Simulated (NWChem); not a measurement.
## Lowest excitation of O$_{2}$Zr

SMILES: [O]=[Zr]=[O]
```xyz
3

Zr     0.0000     0.0000     0.2967
O     -1.4393     0.0000    -0.7418
O      1.4393     0.0000    -0.7418
```
Charge 0, spin multiplicity 1.

The numbers come from NWChem runs, not from measurements. All single points use one geometry, from B3LYP/def2-SVP with def2 effective core potentials on Zr, a minimum by its harmonic frequencies.

Basis set: def2-SVPD.

| method | lowest vertical singlet excitation energy (eV) | relative cost | difference from EOM-CCSD |
|---|---|---|---|
| TD-BHandHLYP | 3.02 | under 3 | +0.99 |
| CIS | 4.28 | under 3 | +2.25 |
| TD-B3LYP | 2.25 | under 3 | +0.22 |
| TD-PBE | 1.83 | 1 | -0.20 |
| EOM-CCSD | 2.03 | 4 | 0.00 |

The values span 2.45 eV, from TD-PBE (lowest) to CIS (highest). Costs are rough ratios of processor time within this set of runs, SCF included, with TD-PBE as 1.

Effective core potentials replace the inner electrons of Zr; spin-orbit coupling is left out. The correlated methods keep 2 core orbitals frozen. B3LYP has NWChem's definition, with VWN1-RPA local correlation. The structure started from a generated list of species. No row is a measurement; the coupled-cluster row has its own basis-set and correlation limits.
